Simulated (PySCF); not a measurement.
**Bond curve of GaC**

Set-up: PySCF, spin-free X2C with a Gaussian nucleus, basis sets Ga x2c-TZVPPall, C x2c-TZVPPall. Energies in eV from Ga + C in their ground configurations at the same level. State: ⁴Σ⁻ (quartet), unpaired electrons σ ↑, π ↑↑.

```json
{"R (Å)": "1.720", "UHF-SCS-MP2": "-2.056"}
{"R (Å)": "1.800", "UHF-SCS-MP2": "-2.459"}
{"R (Å)": "1.880", "UHF-SCS-MP2": "-2.686"}
{"R (Å)": "1.940", "UHF-SCS-MP2": "-2.771"}
{"R (Å)": "2.000", "UHF-SCS-MP2": "-2.800"}
{"R (Å)": "2.060", "UHF-SCS-MP2": "-2.786"}
{"R (Å)": "2.140", "UHF-SCS-MP2": "-2.717"}
{"R (Å)": "2.240", "UHF-SCS-MP2": "-2.573"}
{"R (Å)": "2.360", "UHF-SCS-MP2": "-2.349"}
{"R (Å)": "2.520", "UHF-SCS-MP2": "-2.008"}
```

Put a parabola through the three lowest points of the UHF-SCS-MP2 curve and estimate Re, k and ωe (reduced mass 10.22 u; 1 eV/Å² = 0.16022 mdyn/Å; ωe = 1302.8·√(k/μ) cm⁻¹).

Through R = 1.94, 2.0, 2.06 Å the second-order coefficient is 5.97 eV/Å², so Re ≈ 2.010 Å, k ≈ 1.91 mdyn/Å and ωe ≈ 564 cm⁻¹. A polynomial fit of higher order to the unrounded UHF-SCS-MP2 energies gives Re = 2.008 Å, k = 1.85 mdyn/Å, ωe = 554 cm⁻¹; anharmonicity and rounding make the difference.

The higher-order fit for each curve: UHF-SCS-MP2: Re = 2.008 Å, ωe = 554 cm⁻¹, De = 2.80 eV.

Correlated steps freeze 10 core orbitals. Spin–orbit coupling is left out. The state is the lowest determinant that a PBE0 search found; another state may lie lower at other levels.
